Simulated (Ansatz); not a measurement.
C$_{3}$H$_{8}$STe (SMILES CC(C)[Te]S), singlet, geometry from GFN2-xTB (all electrons, no relativity), with bond 13-12 at 2.4 times its length; Ansatz (a first-principles code) with SC-NEVPT2/STO-3G, CASSCF(4,6).

The Ansatz input:
Ansatz 0.2 input:
```yaml
crystal:
  periodic: [false, false, false]
  atoms:
    - {symbol: Te, position_ang: [-0.19756485, 0.24824909, 0.68002784]}
    - {symbol: C, position_ang: [0.59608139, -1.33397759, -0.63433282]}
    - {symbol: C, position_ang: [1.08756962, -2.47248546, 0.23636913]}
    - {symbol: C, position_ang: [1.68946685, -0.78979588, -1.53046037]}
    - {symbol: H, position_ang: [-0.24299911, -1.67173259, -1.24513742]}
    - {symbol: H, position_ang: [1.45861636, -3.28357054, -0.38921201]}
    - {symbol: H, position_ang: [1.90047575, -2.14145942, 0.87979822]}
    - {symbol: H, position_ang: [0.28870302, -2.86239096, 0.86382242]}
    - {symbol: H, position_ang: [1.32700308, 0.05151194, -2.11841369]}
    - {symbol: H, position_ang: [2.02740306, -1.56413018, -2.21911590]}
    - {symbol: H, position_ang: [2.54298441, -0.46009920, -0.94070272]}
    - {symbol: S, position_ang: [-1.06081074, 1.59362413, -1.09267845]}
    - {symbol: H, position_ang: [-4.02178400, 0.41489209, -1.20406003]}
basis:
  gaussian:
    orbitals: STO-3G
magnetization: {spin_polarized: false}
correlation: {method: sc_nevpt2, electrons: all, active_space: {window: {electrons: 4, orbitals: 6}}}
```

It wrote (shortened):

```
Functional definition: HF
713 factors; integrals over basis functions are off by at most 3.6e-5 eV
mean field evaluation 1: about -192023.8757 eV, gradient 2.0e1 eV
mean field evaluation 2: about -192024.0362 eV, gradient 2.0e1 eV
mean field evaluation 4: about -192026.4794 eV, gradient 1.1e1 eV
mean field evaluation 8: about -192027.4402 eV, gradient 1.0e-1 eV
mean field evaluation 16: about -192024.7948 eV, gradient 1.3e1 eV
mean field -192027.43953742 eV, -7056.8782421267 hartree, gradient 1.6e-6 eV, S^2 0.000000; 2 other end points of the search recorded, 0 dependent functions left out; unrestricted orbitals would lower it
reference -192027.43953742 eV, -7056.8782421267 hartree; 47, 47 occupied and 12, 12 virtual orbitals, 713 factors
state -192033.57599072 eV, -7057.1037526262 hartree
state -192033.57599072 eV, -7057.1037526262 hartree; corrected -192038.22949844 eV, -7057.2747658805 hartree
state -192033.51486666 eV, -7057.1015063584 hartree
state -192033.51486666 eV, -7057.1015063584 hartree; corrected -192038.22201394 eV, -7057.2744908301 hartree
state -192033.57599072 eV, -7057.1037526262 hartree; corrected -192038.22949844 eV, -7057.2747658805 hartree
the orbitals are reached from a further start. From the first start the search ends at -192033.51482831 eV, -7057.1015049489 hartree
Total energy: -192038.22949844 eV, -7057.2747658805 hartree
```
